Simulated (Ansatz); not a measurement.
Calculated with Ansatz (gas phase, PBE0-D4/def2-TZVP geometries, no zero-point term in ΔE). CCSD(T)/CBS is the MP2 limit (def2-TZVPP, def2-QZVPP) plus CCSD(T) − MP2 in def2-TZVPP, frozen cores. This one scheme is used for every species. One conformer a species, not always the lowest.

`NC[SiH2]P` + H₂ → `[SiH3]P` + CH₃NH₂  (hydrogenolysis of the Si–C bond)

`NC[SiH2]P`:

Cartesian coordinates in Å:
```
N 1.624 0.223 -0.959
C 0.239 -0.154 -1.202
Si -0.569 -0.762 0.388
P -0.396 0.882 1.930
H 2.064 0.575 -1.800
H 1.689 0.951 -0.258
H -0.391 0.635 -1.645
H 0.217 -0.994 -1.907
H 0.155 -1.943 0.926
H -1.983 -1.139 0.113
H -1.556 1.569 1.482
H -1.095 0.159 2.932
```

H₂:

```xyz
2

H     0.024   -0.147    0.342
H    -0.024    0.147   -0.342
```

`[SiH3]P`:

Z-matrix (Å, degrees):
```
Si
P 1 2.255
H 1 1.487 2 113.9
H 1 1.486 2 108.0 3 -121.2
H 1 1.486 2 108.0 3 121.2
H 2 1.421 1 93.8 3 -46.7
H 2 1.421 1 93.8 3 47.0
```

CH₃NH₂:

Cartesian coordinates in Å:
```
C -0.423 -0.294 0.240
N 0.568 0.298 -0.643
H -0.388 0.050 1.284
H -0.303 -1.380 0.243
H -1.423 -0.085 -0.146
H 1.503 0.107 -0.309
H 0.467 1.304 -0.669
```

```json
{"level": "MP2/def2-QZVPP", "ΔE (kJ/mol)": "-25.2"}
{"level": "CCSD/CBS(def2)", "ΔE (kJ/mol)": "-36.0"}
```

Task: What does CCSD(T)/CBS give? (Estimate.)

Result: The calculation gave: -30.5 kJ/mol. The listed levels differ from it by 5.3, -5.5 kJ/mol.

Largest T1 diagnostic among the species: 0.013.

In def2-TZVPP, CCSD(T) changes the Hartree–Fock value by +28.0 kJ/mol (the triples alone add +5.5 kJ/mol) and MP2 by +34.7 kJ/mol. From PBE to PBE0 (25 % exact exchange), in def2-TZVPP and without D4, ΔE moves by −3.3 kJ/mol.
